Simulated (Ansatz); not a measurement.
`[NH2][Zn][B](F)Cl` + HCl → `FB(Cl)Cl` + `[NH2][ZnH]` at 500 K and 1 bar (cleavage of the B–Zn bond).

Isolated molecules relaxed with PBE0-D4/def2-TZVP in Ansatz; ΔE leaves out vibrations. CBS: MP2 limit from def2 TZ/QZ plus the TZ coupled-cluster correction, frozen cores. This one scheme is used for every species. For Zn outer-core shells are correlated without core-valence functions, which leaves a few kJ/mol of doubt a bond. Scalar relativity is left out up to krypton. One conformer a species, not always the lowest.

```csv
species,CCSD(T)/CBS energy (Eh),H − E (kJ/mol),S (J/(mol·K))
`[NH2][Zn][B](F)Cl`,-2418.75113,129.5,427.8
HCl,-460.38127,32.5,201.9
`FB(Cl)Cl`,-1044.28221,50.6,320.5
`[NH2][ZnH]`,-1834.88092,106.3,294.3
```

H − E and S are ideal-gas, rigid-rotor, harmonic terms from PBE0-D4/def2-TZVP, for one conformer and one mirror image of each species. 1 Eh = 2625.50 kJ/mol, R = 8.31446 J/(mol·K).

Question: By hand: ΔE, ΔH, ΔS and ΔG.

Answer: ΔE = (-1044.28221) + (-1834.88092) − (-2418.75113) − (-460.38127) = -0.03073 Eh = -80.7 kJ/mol. Δ(H − E) = 50.6 + 106.3 − 129.5 − 32.5 = -5.1, so ΔH = -85.8 kJ/mol. ΔS = 320.5 + 294.3 − 427.8 − 201.9 = -14.9 J/(mol·K). ΔG = -85.8 − 500 × (-14.9)/1000 = -78.3 kJ/mol.

Question: By hand: the equilibrium constant, and the temperature at which ΔG would vanish if ΔH and ΔS stayed fixed.

Answer: log₁₀ K = −ΔG/(RT ln 10) = 8.2. ΔG = 0 at ΔH/ΔS = 5758 K, far beyond where these terms or the molecules hold.

The number of gas molecules stays the same, so ΔS is small and ΔH decides. A doubt of 5 kJ/mol in ΔE shifts log₁₀ K by 0.5 here. Other conformers and mirror images would add mixing entropy, several J/(mol·K) or more a flexible species. These are equilibria of isolated gas molecules and say nothing of rates. Largest T1 diagnostic: 0.016 (customary marks: 0.02 for closed shells, 0.045 for open ones).
